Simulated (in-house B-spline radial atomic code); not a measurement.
# wB97X excitations of the magnesium ion Mg²⁺

Method: wB97X. Computed with a B-spline radial code for spherical atoms: linear response of the closed shell [He] 2s2 2p6 with the functional's adiabatic kernel; scalar-relativistic (spin-free one-electron X2C), finite nucleus, no spin-orbit coupling, no double excitations, S, P, D and F terms only. Only terms of natural parity with L up to 3 were computed.

Command:
```bash
python run_td.py task.json out
```
Settings (radii: box in bohr, nucleus in fm):
```
Z                        12
electrons                10
configuration            [He] 2s2 2p6
hamiltonian              x2c
method                   wb97x
box_radius               29.48
rms_radius               3.057
intervals                74
```

Time taken, with all properties: 0.4 s on 1 thread of AMD EPYC 9R45 96-Core Processor (Zen 5) (shared host).

The lowest states, in the order of their Tamm-Dancoff energies; the method's threshold (minus the highest occupied level) is 72.81 eV. Labels give the largest channel, * marks a mixed state, and oscillator strengths are full-response dipole values. Semilocal kernels can invert the small singlet-triplet splittings of Rydberg terms. Energies in eV:

| state | full response | Tamm-Dancoff | oscillator strength |
| --- | --- | --- | --- |
| 2p → 3s 3P | 49.75 | 49.77 | - |
| 2p → 3s 1P | 50.28 | 50.30 | 0.19 |
| 2p → 3p 3S | ? | ? | - |
| 2p → 3p 3D | 54.77 | 54.79 | - |
| 2p → 3p 1D | 55.17 | 55.18 | - |
| 2p → 3p 1S | 56.95 | 57.13 | - |
| 2p → 3d 3P | 60.49 | 60.50 | - |
| 2p → 3d 3F | 60.60 | 60.60 | - |
| 2p → 3d 1F | 60.78 | 60.79 | - |
| 2p → 3d 1P | ? | ? | ? |
| 2p → 4s 3P | 61.36 | 61.37 | - |
| 2p → 4s 1P | 61.52 | 61.52 | 0.0309 |
| 2p → 4p 3S | 63.03 | 63.05 | - |
| 2p → 4p 3D | 63.21 | 63.21 | - |
| 2p → 4p 1D | 63.30 | 63.31 | - |
| 2p → 4p 1S | 64.06 | 64.15 | - |
| 2p → 4f 3D | 65.41 | 65.41 | - |
| 2p → 4f 1D | 65.49 | 65.49 | - |
| 2p → 4d 3P | 65.56 | 65.56 | - |
| 2p → 4d 3F | 65.59 | 65.59 | - |
| 2p → 4d 1F | 65.63 | 65.63 | - |
| 2p → 4d 1P | 65.78 | 65.79 | 0.157 |

Task: Where does 2p → 3p 3S lie?

Result: At 54.18 eV in full response, 54.22 eV in Tamm-Dancoff.

Task: Where does 2p → 3d 1P lie?

Result: At 60.99 eV in full response, 61.01 eV in Tamm-Dancoff, oscillator strength 0.257.

Task: How large is the singlet-triplet splitting of 2p → 3s (P terms) in Tamm-Dancoff?

Result: 0.529 eV, from the unrounded values.

Task: What polarisabilities and dispersion coefficient does the method give?

Result: Dipole 0.5011 bohr³, quadrupole 0.5759 bohr⁵, C6 0.605 hartree·bohr⁶ for two such species.
